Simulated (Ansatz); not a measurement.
TiSe₂⁺, relaxed as a doublet with UKS PBE0-D4/def2-TZVP in Ansatz, starting from the GFN1-xTB geometry. Force threshold 0.02 eV/Å.

The charge 1 doublet is spin-contaminated (final ⟨S²⟩ up to 0.90, 0.75 for a pure state). The relaxation made no stability test and no search for a lower SCF solution. At PBE0-D4/def2-TZVP a quartet of charge 1 lies 0.36 eV below the doublet, each at its own geometry. The structure comes from a short search, and lower isomers may exist.

Start:

```xyz
3

Ti   -0.577   -0.847   -0.304
Se    1.615   -0.415   -0.023
Se   -1.039    1.263    0.327
```

```tsv
step	energy (eV)	largest force component (eV/Å)	SCF passes
1	-153786.7365	0.801	55
2	-153786.7632	0.016	38
```

Force components are those of the run's own axes.

End:

```xyz
3

Ti   -0.561   -0.825   -0.296
Se    1.596   -0.420   -0.025
Se   -1.035    1.245    0.321
```

By distances, no bond broke or formed. The bond that changes most is Ti1–Se2, from 2.25 to 2.21 Å (atoms count from 1).

No frequencies were taken in this run, so the end may be a saddle point.

It took 9.5 s on 4 threads of Arm Neoverse V1 on a shared host.
